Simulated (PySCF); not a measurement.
HOSi, SMILES [OH+]=[Si] (connectivity only; charge and spin as stated), charge +1, multiplicity 1. Heavy atoms are numbered as in [OH+:1]=[Si:2]. Hydrogens are named by the atom that carries them.

Coordinates come from a r2SCAN-D4/def2-TZVPD optimisation. The isomer is the one that the SMILES or the coordinates give; other isomers of the formula were not compared.

The numbers are results of PySCF with M06-2X/def2-TZVPD, not measurements.

Mulliken values depend strongly on the basis, most of all with diffuse functions as here. Atomic charges (e), one atom of each kind:

```tsv
atom	Mulliken	meta-Löwdin
O1 (OH)	-0.28	(withheld)
Si2	0.79	(withheld)
H on O1	0.49	(withheld)
```

**Question.** Complete the blanks. (An estimate is asked for; the answer gives what the named calculation found.)

**Answer.** 
- O1 (OH), meta-Löwdin: -0.63
- Si2, meta-Löwdin: 1.19
- H on O1, meta-Löwdin: 0.44
